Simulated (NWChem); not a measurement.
System: C4H7F; SMILES C=C(F)CC

NWChem input:

```
start job
memory heap 200 mb stack 900 mb global 1100 mb
geometry units angstroms noautoz
  C     -0.985622     1.567849    -0.173619
  C     -0.099669     0.587010     0.057706
  F      1.218930     0.805477    -0.182114
  C     -0.358366    -0.801120     0.558479
  C      0.114465    -1.889929    -0.414929
  H     -0.654202     2.547322    -0.545533
  H     -2.054083     1.398867     0.012469
  H     -1.441171    -0.901911     0.772317
  H      0.171979    -0.921132     1.529970
  H      1.194652    -1.776898    -0.632673
  H     -0.045894    -2.899992     0.010699
  H     -0.433282    -1.829140    -1.376927
end
basis spherical
  * library 6-31g*
end
dft
  xc hfexch
  iterations 150
  mulliken
end
task dft energy
```

NWChem printed, in part:

```
             Northwest Computational Chemistry Package (NWChem) 7.3.0
             --------------------------------------------------------

 C1  symmetry detected

                             Geometry "geometry" -> ""
                             -------------------------

 Output coordinates in angstroms (scale by  1.889725989 to convert to a.u.)

  No.       Tag          Charge          X              Y              Z
 ---- ---------------- ---------- -------------- -------------- --------------
    1 C                    6.0000    -0.84963650     1.63653117    -0.24723822
    2 C                    6.0000    -0.07014715     0.59962697     0.09582905
    3 F                    9.0000     1.28038605     0.73604031     0.05846245
    4 C                    6.0000    -0.48555558    -0.77339977     0.52807440
    5 C                    6.0000     0.05956950    -1.88191721    -0.38331193
    6 H                    1.0000    -0.40682170     2.59606278    -0.54847026
    7 H                    1.0000    -1.94224896     1.53408884    -0.22496384
    8 H                    1.0000    -1.59227870    -0.80711043     0.57685677
    9 H                    1.0000    -0.11467476    -0.93480714     1.56531042
   10 H                    1.0000     1.16504464    -1.83579337    -0.43612964
   11 H                    1.0000    -0.22433445    -2.88326348    -0.00409474
   12 H                    1.0000    -0.33354218    -1.77858697    -1.41479063

 Effective nuclear repulsion energy (a.u.)     174.1520950263

  xc_inp: hfexch multiplicative factor not found.

                                 NWChem DFT Module
                                 -----------------

 Summary of "ao basis" -> "ao basis" (spherical)
 ------------------------------------------------------------------------------
       Tag                 Description            Shells   Functions and Types
 ---------------- ------------------------------  ------  ---------------------
 C                           6-31g*                  6       14   3s2p1d
 F                           6-31g*                  6       14   3s2p1d
 H                           6-31g*                  2        2   2s

            General Information
            -------------------
          SCF calculation type: DFT
          Wavefunction type:  closed shell.
          No. of atoms     :    12
          No. of electrons :    40
           Alpha electrons :    20
            Beta electrons :    20
          Charge           :     0
          Spin multiplicity:     1
          Use of symmetry is: off; symmetry adaption is: off
          Maximum number of iterations: 150
          AO basis - number of functions:    84
                     number of shells:    44
          Convergence on energy requested:  1.00D-06
          Convergence on density requested:  1.00D-05
          Convergence on gradient requested:  5.00D-04

              XC Information
              --------------
                     Hartree-Fock (Exact) Exchange  1.000

      Superposition of Atomic Density Guess
      -------------------------------------

 Sum of atomic energies:        -253.50097639

      Non-variational initial energy
      ------------------------------

 Total energy =    -256.186693
 1-e energy   =    -690.284631
 2-e energy   =     259.945843
 HOMO         =      -0.268146
 LUMO         =       0.061057

     ---------------------------------------------
      Total Density - Mulliken Population Analysis
     ---------------------------------------------

    Atom       Charge   Shell Charges
 -----------   ------   -------------------------------------------------------
    1 C    6     6.75   2.00  0.74  2.06  0.64  1.29  0.02
    2 C    6     5.21   2.00  0.69  1.54  0.42  0.49  0.07
    3 F    9     9.48   2.00  0.94  3.39  1.02  2.12  0.01
    4 C    6     6.48   2.00  0.71  1.97  0.64  1.13  0.04
    5 C    6     6.66   2.00  0.71  2.01  0.69  1.22  0.03
    6 H    1     0.77   0.46  0.32
    7 H    1     0.76   0.45  0.30
    8 H    1     0.77   0.46  0.31
    9 H    1     0.78   0.46  0.31
   10 H    1     0.78   0.47  0.31
   11 H    1     0.77   0.46  0.31
   12 H    1     0.78   0.47  0.32

   convergence    iter        energy       DeltaE   RMS-Dens  Diis-err
 ---------------- ----- ----------------- --------- --------- ---------
 d= 0,ls=0.0,diis     1   -254.8857145840 -4.29D+02  5.81D-03  4.74D-01
 d= 0,ls=0.0,diis     2   -254.9442683502 -5.86D-02  2.14D-03  1.04D-01
 d= 0,ls=0.0,diis     3   -254.9548315244 -1.06D-02  9.70D-04  8.14D-03
 d= 0,ls=0.0,diis     4   -254.9561329280 -1.30D-03  1.77D-04  1.63D-04
 d= 0,ls=0.0,diis     5   -254.9561701412 -3.72D-05  6.61D-05  2.30D-05
  Resetting Diis
 d= 0,ls=0.0,diis     6   -254.9561760509 -5.91D-06  3.28D-05  2.83D-06
 d= 0,ls=0.0,diis     7   -254.9561770951 -1.04D-06  8.50D-06  3.33D-07
 d= 0,ls=0.0,diis     8   -254.9561771780 -8.29D-08  4.13D-06  5.82D-08

         Total DFT energy =     -254.956177177976
      One electron energy =     -693.565773836203
           Coulomb energy =      297.727010560985
    Exchange-Corr. energy =      -33.269508929078
 Nuclear repulsion energy =      174.152095026320

 Numeric. integr. density =        0.000000000000

                       DFT Final Molecular Orbital Analysis
                       ------------------------------------

 Vector   18  Occ=2.000000D+00  E=-5.026660D-01
              MO Center= -9.3D-02, -1.1D+00,  2.0D-02, r^2= 3.1D+00
   Bfn.  Coefficient  Atom+Function         Bfn.  Coefficient  Atom+Function
  ----- ------------  ---------------      ----- ------------  ---------------
    59     -0.256878   5 C  px               45      0.238323   4 C  px
    18     -0.209197   2 C  py               79     -0.189296  10 H  s
    75     -0.177617   8 H  s                80     -0.175004  10 H  s
    76     -0.172474   8 H  s                63     -0.158612   5 C  px
    81      0.156812  11 H  s                60     -0.151458   5 C  py

[...]
```

Level: Hartree-Fock/6-31G* (spherical d). All runs use the structure optimised with PBE-D3(BJ)/def2-SVP.
